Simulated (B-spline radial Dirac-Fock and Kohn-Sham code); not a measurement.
**Electron momentum distribution of Dy⁵⁷⁺: Compton profiles**

System: the Dy⁵⁷⁺ ion, [He] 2s2 2p5.

These are calculated numbers from a radial atomic solver; the model is the impulse approximation on Dirac-Fock orbitals of the configuration average with a finite nucleus. pz is in atomic units of momentum; subshell profiles are per electron, for a selection of subshells; open shells are spread over both j values by their weights.

```
 pz   J total   J 1s1/2   J 2s1/2   J 2p1/2   J 2p3/2
  7    0.1840    0.0114    0.0292    0.0196    0.0210
 10    0.1620    0.0110    0.0211    0.0188    0.0199
 15    0.1214    0.0102   0.00988    0.0159    0.0164
 20   0.08570   0.00925   0.00385    0.0120    0.0118
 30   0.04134   0.00709   0.00111   0.00543   0.00477
 40   0.02153   0.00509   0.00105   0.00216   0.00169
 60  0.007396   0.00240  0.000598  0.000371  0.000234
100  0.001392  0.000543  0.000115  2.51e-05  1.06e-05
```

Task: What is the peak value J(0), and which subshell contributes most to it?

Result: J(0) = 0.2091. The 2s1/2 subshell gives the largest part, 39 %.

Mean momentum ⟨p⟩ by subshell (a.u.): 1s1/2 65.5, 2s1/2 24.0, 2p1/2 31.7, 2p3/2 29.0.
